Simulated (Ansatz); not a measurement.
Consider the ligand exchange at the Si–N bond: `FC/C=N\[SiH3]` + HBr → `[SiH3]Br` + `N=CCF`.

Gas-phase electronic energies from Ansatz, PBE0-D4/def2-TZVP geometries. CCSD(T)/CBS is the MP2 limit (def2-TZVPP, def2-QZVPP) plus CCSD(T) − MP2 in def2-TZVPP, frozen cores. For Br outer-core shells are correlated without core-valence functions, which leaves a few kJ/mol of doubt a bond. Scalar relativity is left out up to krypton. One conformer a species, not always the lowest.

```
        species  CCSD(T)/def2-TZVPP energy (Eh)
`FC/C=N\[SiH3]`                      -523.11774
            HBr                     -2573.30857
     `[SiH3]Br`                     -2863.59602
        `N=CCF`                      -232.85469
```

(1) Work out ΔE.

Largest T1 diagnostic among the species: 0.013.

## Answers

(1) ΔE = (-2863.59602) + (-232.85469) − (-523.11774) − (-2573.30857) = -0.02440 Eh = -0.66 eV. CCSD(T)/CBS gives -0.70 eV.

The D4 term adds +0.06 eV with B3LYP and +0.04 eV with PBE0; it sums over pairs of atoms, weighted by their polarisabilities, and B3LYP, whose exchange is more repulsive, gets the larger term. In def2-TZVPP, CCSD(T) changes the Hartree–Fock value by +0.08 eV (the triples alone add +0.01 eV) and MP2 by +0.07 eV.

B3LYP here is the variant with VWN-RPA as its local correlation; programs differ in this.
